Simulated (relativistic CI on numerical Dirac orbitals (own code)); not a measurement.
## Calculated levels, Ta62+

These numbers are calculated, not measured: Dirac-Coulomb-Breit CI, separate exchange-only KLI orbitals for each configuration, QED by a radiative potential, unscaled Slater integrals (own radial code, finite nucleus).

CI space (outside the closed core [Ne]): 3s, 3p, 3d, 4s, 4p, 4d, 4f, 5s, 5p, 5d, 5f, 5g, 6s, 6p, 6d, 7s, 7p. Levels of other configurations are missing.

The lowest level is 3s ²S1/2, with 100 % of that term; Hund's rules for 3s give ²S with J = 1/2, in agreement.

```csv
No.,Configuration,Term,J,E (eV),%,Next component (%),Lifetime (s)
1,3s,²S,1/2,0.00,100,,
2,3p,²P°,1/2,156.43,100,,2.35e-11
3,3p,²P°,3/2,506.92,100,,6.37e-13
4,3d,²D,3/2,690.69,100,,7.70e-13
5,3d,²D,5/2,770.44,100,,5.26e-12
6,4s,²S,1/2,3145.87,100,,1.66e-14
7,4p,²P°,1/2,3210.49,100,,1.37e-14
8,4p,²P°,3/2,3353.98,100,,2.18e-14
9,4d,²D,3/2,3423.70,100,,9.39e-15
10,4d,²D,5/2,3458.17,100,,9.02e-15
11,4f,²F°,5/2,3494.75,100,,4.31e-15
12,4f,²F°,7/2,3509.88,100,,4.43e-15
13,5s,²S,1/2,4545.63,100,,2.08e-14
14,5p,²P°,1/2,4578.07,100,,1.72e-14
15,5p,²P°,3/2,4650.22,100,,2.57e-14
16,5d,²D,3/2,4684.33,100,,1.26e-14
17,5d,²D,5/2,4702.10,100,,1.24e-14
18,5f,²F°,5/2,4720.22,100,,8.14e-15
19,5f,²F°,7/2,4728.00,100,,8.39e-15
20,5g,²G,7/2,4730.50,100,,1.45e-14
21,5g,²G,9/2,4735.12,100,,1.47e-14
22,6s,²S,1/2,5287.34,100,,2.92e-14
23,6p,²P°,1/2,5305.83,100,,2.43e-14
24,6p,²P°,3/2,5347.07,100,,3.50e-14
25,6d,²D,3/2,5366.32,100,,1.84e-14
26,6d,²D,5/2,5376.63,100,,1.84e-14
27,7s,²S,1/2,5726.90,100,,4.09e-14
28,7p,²P°,1/2,5738.41,100,,3.50e-14
29,7p,²P°,3/2,5764.14,100,,4.87e-14
```

Energies count from the lowest computed level; ° marks odd parity; lifetimes are radiative, by E1, M1, E2, M2 decay to levels of this space only.

The mean weight of the leading LS term, summed over parents, in these 29 levels is 100 %, and that of the leading jj configuration (from the same eigenvectors) 100 %.

At this charge energies of transitions that change n are usually good to better than 1 %, and those within a shell (Δn = 0) to a few per cent.
